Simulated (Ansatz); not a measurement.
C7H14 can be A, `C[C@@H]1CCC[C@H]1C`, or B, `CC/C=C(\C)CC`.

Program: Ansatz. Geometries: PBE0-D4/def2-TZVP. ΔE: electronic, gas phase. CCSD(T)/CBS is the MP2 limit (def2-TZVPP, def2-QZVPP) plus CCSD(T) − MP2 in def2-TZVPP, frozen cores. DFT in def2-TZVPP. B3LYP here is the variant with VWN-RPA as its local correlation; programs differ in this. Each species was taken in one conformer, which may not be the lowest.

(1) Which isomer does CCSD(T)/CBS put lower? Give the gap. (Estimate.)

(2) Give E(B) − E(A) in kJ/mol with MP2/def2-TZVPP, B2PLYP, CCSD(T)/def2-SVP, B3LYP, CCSD(T)/def2-TZVPP, LDA (SPW92), HF/def2-TZVPP. (Estimate.)

Largest T1 diagnostic: 0.009.

Answers

(1) The calculation gave: A, by 63.0 kJ/mol.

(2) Ansatz gave: MP2/def2-TZVPP 71.6, B2PLYP 49.8, CCSD(T)/def2-SVP 68.0, B3LYP 38.2, CCSD(T)/def2-TZVPP 64.0, LDA (SPW92) 80.6, HF/def2-TZVPP 46.0. None reverses the order clearly.

The D4 term adds +7.8 kJ/mol with B3LYP and +3.9 kJ/mol with PBE0; it sums over pairs of atoms, weighted by their polarisabilities, and B3LYP, whose exchange is more repulsive, gets the larger term. From PBE to PBE0 (25 % exact exchange), in def2-TZVPP and without D4, E(B) − E(A) moves by +13.6 kJ/mol.
